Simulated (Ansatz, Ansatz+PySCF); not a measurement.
```yaml
atoms:
  - { symbol: Mg, position_ang: [0.0000, 0.0000, 0.0000] }
  - { symbol: F, position_ang: [0.0000, 0.0000, 1.7500] }
```

Basis set: def2-SVP (spherical functions). Left uncorrelated: 2 orbitals. Charge 0, multiplicity 2.

Computed with Ansatz (development build ahead of 0.2.0); each method stands on the lowest determinant of its kind that the runs found.

The atomization energy at this shape (free ground-state atoms in the same class of orbitals less the molecule, no zero-point energy) of doublet MgF:

```
             method  atomization energy
PBE0 (unrestricted)     103.53 kcal/mol
            UHF-MP2     108.85 kcal/mol
               ROHF      81.25 kcal/mol
                UHF      79.07 kcal/mol
```

Q: What does UHF-CCSD(T) give?

A: 96.36 kcal/mol.
